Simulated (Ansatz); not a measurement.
A made-up structure of CHNZn, singlet:

| atom | x (Å) | y (Å) | z (Å) |
| --- | --- | --- | --- |
| N1 | 0.8675 | 0.1919 | 2.0111 |
| C2 | 0.4099 | 0.0923 | 0.9566 |
| Zn3 | -0.3399 | -0.0743 | -0.7867 |
| H4 | 1.4660 | -0.0749 | 2.7928 |

It is relaxed with PBE-D4/def2-SVP and then PBE0-D4/def2-TZVP (Ansatz 0.2.0). Atoms count as bonded within 1.22 times the sum of their covalent radii (H–H: 0.88 Å). The end point is not checked to be a true minimum.

Q: Does its bonding change? (Judge from chemistry; the calculation decides.)

A: The calculation gives: Yes. Formed: none; broken: C2–Zn3.

Where it ends: The first stage lowers the energy by 1.44 eV in 9 steps. It ends as a complex of HCN ([C][NH]) + Zn:
N1  (0.984, 0.187, 2.237)
C2  (0.213, 0.746, 1.568)
Zn3  (-0.439, -0.500, -1.635)
H4  (1.645, -0.298, 2.804)
(Å)

Labels in which every atom is bracketed show which atoms are joined, not bond orders.

For scale, one of the runs: PBE0-D4/def2-TZVP relaxation, 116 basis functions, launched by `ansatz run in.yaml --threads 2 --pin off --events-out ev --progress --plain --max-ram 4352MiB`. Hardware: 2 CPU threads of an Arm Neoverse V1, shared host. Wall time about 23 s.
